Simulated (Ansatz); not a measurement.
Molecule: C5H9O (charge 0, doublet). It need not be the lowest isomer of its formula. 
Coordinates optimised at B3LYP-D3(BJ)/def2-TZVP (Ansatz, an electronic-structure program):
SMILES: C(CCC)[C]=O
```xyz
15

C     -2.7925    -0.2900    -0.3229
C     -1.3812    -0.6093    -0.8083
C     -0.3010     0.0348     0.0572
C      1.1098    -0.2894    -0.4351
C      2.2218     0.3236     0.3862
O      2.1375     1.0087     1.3426
H     -2.9455    -0.6449     0.6988
H     -3.5465    -0.7605    -0.9561
H     -2.9753     0.7869    -0.3294
H     -1.2350    -1.6943    -0.8225
H     -1.2646    -0.2725    -1.8436
H     -0.4049    -0.2998     1.0926
H     -0.4345     1.1196     0.0733
H      1.2968    -1.3677    -0.4506
H      1.2674     0.0452    -1.4652
```
Charge 0, spin multiplicity 2.

Basis-set convergence of Hartree-Fock and MP2 correlation energies (hartree) with Ansatz. Valence correlation only, unless marked. UHF or UKS for open shells. Spin-orbit coupling is left out. Non-relativistic.

| basis | functions | E(HF) | E(corr, MP2) |
|---|---|---|---|
| cc-pVDZ | 129 | -269.42536 | -0.86153 |
| cc-pVTZ | 306 | ? | ? |

What belongs in the gaps?


- cc-pVTZ, E(HF): -269.50062
- cc-pVTZ, E(corr, MP2): -1.05963
